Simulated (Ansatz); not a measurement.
Geometry optimisation, DFT LDA, scalar-relativistic, plane waves, PAW (Ansatz).

input.yaml

```yaml
crystal:
  lattice:
    - [7.14, 0.0, 0.0]
    - [0.0, 7.14, 0.0]
    - [0.0, 0.0, 7.14]
  atoms:
    - { symbol: C, position: [0.5043776, -0.0046132, 0.0026293] }
    - { symbol: C, position: [0.6149005, 0.1239223, 0.1217785] }
    - { symbol: C, position: [0.7560052, 0.2482307, -0.0055834] }
    - { symbol: C, position: [0.8680002, 0.3746444, 0.1275618] }
    - { symbol: C, position: [0.7519977, 0.0029901, 0.2578409] }
    - { symbol: C, position: [0.8726333, 0.1211789, 0.3792612] }
    - { symbol: C, position: [0.0003107, 0.0034186, 0.0008573] }
    - { symbol: C, position: [0.1273241, 0.1276725, 0.1292674] }
    - { symbol: C, position: [0.2561129, 0.2473571, -0.0040655] }
    - { symbol: C, position: [0.3763824, 0.3766871, 0.1257843] }
    - { symbol: C, position: [0.5013819, 0.4952896, -0.0035247] }
    - { symbol: C, position: [0.6267286, 0.6216592, 0.1229644] }
    - { symbol: C, position: [0.7557355, 0.7504386, -0.0057757] }
    - { symbol: C, position: [0.8748406, 0.8748423, 0.1190187] }
    - { symbol: C, position: [0.2519551, -0.0038812, 0.2470639] }
    - { symbol: C, position: [0.3742295, 0.1280629, 0.3688576] }
    - { symbol: C, position: [0.493598, 0.2506239, 0.2557194] }
    - { symbol: C, position: [0.6192031, 0.3734519, 0.376854] }
    - { symbol: C, position: [0.7469898, 0.4975915, 0.2487767] }
    - { symbol: C, position: [0.873789, 0.6271191, 0.3727623] }
    - { symbol: C, position: [0.499783, -0.0066069, 0.4972105] }
    - { symbol: C, position: [0.6216929, 0.1181922, 0.6214525] }
    - { symbol: C, position: [0.753015, 0.2456089, 0.4943039] }
    - { symbol: C, position: [0.8784629, 0.3738199, 0.6273378] }
    - { symbol: C, position: [0.751603, -0.0031193, 0.7508239] }
    - { symbol: C, position: [0.8774285, 0.1263874, 0.8647768] }
    - { symbol: C, position: [0.002079, 0.4980408, 0.0043135] }
    - { symbol: C, position: [0.1291493, 0.6290264, 0.1189564] }
    - { symbol: C, position: [0.244451, 0.7487859, -0.0033193] }
    - { symbol: C, position: [0.3704478, 0.8826901, 0.1261689] }
    - { symbol: C, position: [0.0084169, 0.2415314, 0.2492808] }
    - { symbol: C, position: [0.1199155, 0.3732142, 0.3780435] }
    - { symbol: C, position: [0.2504508, 0.4947177, 0.2441436] }
    - { symbol: C, position: [0.3746559, 0.6268425, 0.3678173] }
    - { symbol: C, position: [0.4999535, 0.7543006, 0.246283] }
    - { symbol: C, position: [0.6253661, 0.8754669, 0.3777411] }
    - { symbol: C, position: [0.0042612, 0.0030152, 0.4943913] }
    - { symbol: C, position: [0.118888, 0.1134944, 0.6224633] }
    - { symbol: C, position: [0.2540016, 0.2549631, 0.502419] }
    - { symbol: C, position: [0.3718707, 0.3717468, 0.6309191] }
    - { symbol: C, position: [0.4982903, 0.5116916, 0.5057817] }
    - { symbol: C, position: [0.617756, 0.6235344, 0.6260995] }
    - { symbol: C, position: [0.7511647, 0.7484362, 0.5059724] }
    - { symbol: C, position: [0.8850653, 0.8672099, 0.6219495] }
    - { symbol: C, position: [0.2527392, 0.0042369, 0.747001] }
    - { symbol: C, position: [0.506525, 0.2524156, 0.7450525] }
    - { symbol: C, position: [0.6191102, 0.3751255, 0.8806256] }
    - { symbol: C, position: [0.7594483, 0.5026693, 0.748418] }
    - { symbol: C, position: [0.8831936, 0.6226907, 0.8742213] }
    - { symbol: C, position: [0.0039379, 0.7431218, 0.2505107] }
    - { symbol: C, position: [0.1226026, 0.8669725, 0.3729508] }
    - { symbol: C, position: [0.0023714, 0.500663, 0.502561] }
    - { symbol: C, position: [0.1262026, 0.6231565, 0.6246664] }
    - { symbol: C, position: [0.2508386, 0.7538283, 0.4980016] }
    - { symbol: C, position: [0.3743065, 0.8789228, 0.6305116] }
    - { symbol: C, position: [-0.0008107, 0.2545789, 0.7499893] }
    - { symbol: C, position: [0.115779, 0.3718806, 0.8774056] }
    - { symbol: C, position: [0.2555891, 0.5038402, 0.7546131] }
    - { symbol: C, position: [0.3783184, 0.6234444, 0.877252] }
    - { symbol: C, position: [0.5060081, 0.7500212, 0.7515377] }
    - { symbol: C, position: [0.6234987, 0.8775302, 0.8770308] }
    - { symbol: C, position: [0.0013398, 0.7444278, 0.7534962] }
    - { symbol: C, position: [0.1271223, 0.8750927, 0.8703654] }
basis:
  ecutwfc: 420.0
kpoints:
  mp_grid: { grid: [2, 2, 2] }
hamiltonian:
  xc: lda
  pseudopotentials: { kind: paw, azcp: { folder: soft_1 } }
scf:
  occupations: { method: gaussian, width: 0.02 }
  lower_state_search: "off"
relax:
  f_tol: 0.03
  max_steps: 60
  adjacent_minimum: "off"
output:
  write_density: true
  write_potential: true
  elf: true
  volumetric_format: npy
```

Launched with:

```bash
$ ansatz run input.yaml --threads 4 --pin off --max-ram 10240MiB --backend cpu --events-out ev --progress --plain --runs-dir out
```

Where does it end, and by what steps?

The run converged. The force dipped under the threshold on the way, but the program's further checks kept it going. Limits of this set-up: coarse k mesh, PAW files made for another functional, no spin, though dangling bonds at a vacancy may carry it. After 7 steps the energy has fallen by 4.333 eV; C9 moved furthest, 0.18 Å.

```csv
step,energy less start (eV),largest force component (eV/Å),accepted
0,0.0000,4.339,yes
1,-3.4541,2.084,yes
2,-4.3239,0.155,yes
3,-4.3317,0.172,yes
4,-4.1333,1.369,no
5,-4.3323,0.162,yes
6,-4.3333,0.005,yes
7,-4.3333,0.005,yes
```

```xyz
63
Lattice="7.1400 0.0000 0.0000 0.0000 7.1400 0.0000 0.0000 0.0000 7.1400" Properties=species:S:1:pos:R:3
C 3.644 -0.074 0.086
C 4.455 0.886 0.883
C 5.353 1.775 -0.008
C 6.248 2.671 0.887
C 5.368 -0.008 1.790
C 6.252 0.888 2.675
C 0.010 0.001 -0.008
C 0.909 0.890 0.883
C 1.720 1.850 0.086
C 2.680 2.661 0.883
C 3.569 3.559 -0.008
C 4.465 4.454 0.887
C 5.365 5.345 0.001
C 6.256 6.245 0.887
C 1.792 -0.002 1.782
C 2.682 0.888 2.675
C 3.572 1.778 1.782
C 4.466 2.672 2.673
C 5.358 3.564 1.781
C 6.252 4.458 2.675
C 3.572 -0.002 3.567
C 4.455 0.890 4.466
C 5.368 1.784 3.560
C 6.256 2.671 4.462
C 5.353 0.001 5.357
C 6.252 0.888 6.245
C -0.001 3.571 0.001
C 0.899 4.462 0.887
C 1.795 5.356 -0.008
C 2.684 6.255 0.883
C -0.004 1.784 1.790
C 0.898 2.672 2.676
C 1.786 3.574 1.790
C 2.682 4.458 2.675
C 3.578 5.342 1.790
C 4.466 6.244 2.676
C -0.004 -0.008 3.560
C 0.909 0.886 4.466
C 1.792 1.778 3.567
C 2.684 2.661 4.466
C 3.578 3.574 3.560
C 4.465 4.462 4.462
C 5.358 5.352 3.569
C 6.248 6.245 4.462
C 1.720 -0.074 5.263
C 3.644 1.850 5.263
C 4.450 2.656 6.239
C 5.365 3.571 5.348
C 6.252 4.458 6.245
C 0.005 5.351 1.781
C 0.898 6.244 2.673
C 0.005 3.564 3.569
C 0.899 4.454 4.462
C 1.786 5.342 3.560
C 2.680 6.255 4.466
C 0.010 1.775 5.357
C 0.913 2.656 6.250
C 1.795 3.559 5.357
C 2.682 4.458 6.245
C 3.569 5.356 5.357
C 4.450 6.259 6.250
C -0.001 5.345 5.348
C 0.913 6.259 6.239
```

Time of the run: 81 s on 4 threads of Arm Neoverse V1, with other jobs on the host, peak memory 1.8 GiB.
